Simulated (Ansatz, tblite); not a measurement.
Removing and adding an electron: GeH2MeCl (CH5ClGe). Charge 0, multiplicity 1. Geometry: B3LYP-D4/def2-TZVP. Ansatz, gas phase; energy differences of separate SCF runs; the oxidised species was run as a doublet alone; the reduced species was run as a doublet alone.

```xyz
8

Ge   -0.359   -0.697   -0.420
H    -1.400   -1.493    0.385
H     0.637   -1.642   -1.112
C     0.521    0.686    0.641
H     1.051    0.230    1.478
H    -0.223    1.382    1.026
H     1.232    1.231    0.022
Cl   -1.461    0.302   -2.020
```

The xTB rows come from tblite. HOMO above LUMO, or a gap near zero within one spin, warns that the state may not be the lowest or that an electron is smeared out.

| level | −HOMO (eV) | vertical IE (eV) | −LUMO (eV) | vertical EA (eV) | HOMO–LUMO gap (eV) | IE − EA (eV) | remarks |
| --- | --- | --- | --- | --- | --- | --- | --- |
| GFN1-xTB | 12.28 | 15.03 | 5.31 | 2.34 | 6.97 | 12.69 | – |
| GFN2-xTB | 11.32 | 14.33 | 4.18 | 1.42 | 7.14 | 12.91 | – |
| PBE-D4/def2-TZVP | 7.12 | 10.34 | 0.90 | – | 6.22 | – | gap within one spin near zero (+1 doublet) |
| PBE-D4/def2-TZVPD | 7.18 | – | 1.12 | -0.88 | 6.06 | – | HOMO above zero (-1 doublet), gap within one spin near zero (-1 doublet) |
| r2SCAN-D4/def2-TZVP | 7.47 | 10.52 | 0.58 | – | 6.89 | – | – |
| r2SCAN-D4/def2-TZVPD | 7.49 | – | 0.72 | -1.04 | 6.77 | – | HOMO above zero (-1 doublet) |
| PBE0-D4/def2-TZVP | 8.48 | 10.68 | -0.04 | – | 8.52 | – | – |
| PBE0-D4/def2-TZVPD | 8.51 | – | 0.26 | -1.06 | 8.25 | – | HOMO above zero (-1 doublet) |

   A HOMO above zero means that the electron is unbound at that level or that self-interaction error raises the level; the energy of removing that electron tells which. Raw xTB energy differences between charge states are shifted by several eV; the methods need an empirical correction for them. A negative affinity means that the extra electron isn't bound; its size then hangs on the basis.
